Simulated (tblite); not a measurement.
C5H6F3N.
SMILES with atom numbers: `[H]/[N:1]=[C:2]1\[CH2:3][CH2:4][C@H:5]1[C:6]([F:7])([F:8])[F:9]` (hydrogens: H10 on N1; H11, H12 on C3; H13, H14 on C4; H15 on C5)

Computed with GFN2-xTB (tblite), gas phase: nudged elastic band of 9 images (0 to 8), spring 0.2 eV/Å², climbing image at the end, force threshold 0.05 eV/Å. No saddle search or frequency run followed, so the top image need not be a first-order saddle, and its height can exceed the method's true barrier by a kcal/mol or more.

The band describes a rotation about C5–C6 (four-membered-ring carbon, CF3 carbon), followed by the dihedral C4–C5–C6–F7, from the optimised start (174°) to a second optimised geometry at -67°.

Task: How does the energy change from image to image?

Result: 
```json
{"image": "0", "dihedral (°)": "174", "E (kcal/mol)": "0.00", "C5–C6 (Å)": "1.515", "C4···F7 (Å)": "3.75", "largest true force (eV/Å)": "0.01"}
{"image": "1", "dihedral (°)": "-171", "E (kcal/mol)": "0.40", "C5–C6 (Å)": "1.518", "C4···F7 (Å)": "3.75", "largest true force (eV/Å)": "0.05"}
{"image": "2", "dihedral (°)": "-156", "E (kcal/mol)": "1.24", "C5–C6 (Å)": "1.522", "C4···F7 (Å)": "3.72", "largest true force (eV/Å)": "0.05"}
{"image": "3", "dihedral (°)": "-141", "E (kcal/mol)": "2.10", "C5–C6 (Å)": "1.526", "C4···F7 (Å)": "3.67", "largest true force (eV/Å)": "0.05"}
{"image": "4", "dihedral (°)": "-126", "E (kcal/mol)": "2.47", "C5–C6 (Å)": "1.527", "C4···F7 (Å)": "3.58", "largest true force (eV/Å)": "0.05"}
{"image": "5", "dihedral (°)": "-111", "E (kcal/mol)": "2.08", "C5–C6 (Å)": "1.525", "C4···F7 (Å)": "3.46", "largest true force (eV/Å)": "0.05"}
{"image": "6", "dihedral (°)": "-96", "E (kcal/mol)": "1.19", "C5–C6 (Å)": "1.520", "C4···F7 (Å)": "3.33", "largest true force (eV/Å)": "0.05"}
{"image": "7", "dihedral (°)": "-81", "E (kcal/mol)": "0.35", "C5–C6 (Å)": "1.516", "C4···F7 (Å)": "3.18", "largest true force (eV/Å)": "0.04"}
{"image": "8", "dihedral (°)": "-67", "E (kcal/mol)": "0.00", "C5–C6 (Å)": "1.515", "C4···F7 (Å)": "3.02", "largest true force (eV/Å)": "0.01"}
```

Barriers of this band. The top is image 4 at -126°: 2.5 kcal/mol in either direction, as the ends lie within 0.002 eV of each other. The central bond is 0.012 Å longer at the top than at the start.

Task: What rate follows at 298 K for crossing this barrier forward?

Result: Taking the electronic barrier for the free energy of activation (no zero-point or entropy terms, transmission 1), rate = (kT/h)·exp(−ΔE/kT) ≈ 1 × 10^11 s⁻¹, whose inverse is 1 × 10^-11 s. An error of 1 kcal/mol in the barrier changes this by a factor of 5, and the method and the loose band can each miss by that much or more.

What follows is the cost of the whole band run. Cost: about 7 s of CPU time on one thread; the machine was shared, so the figure is rough.
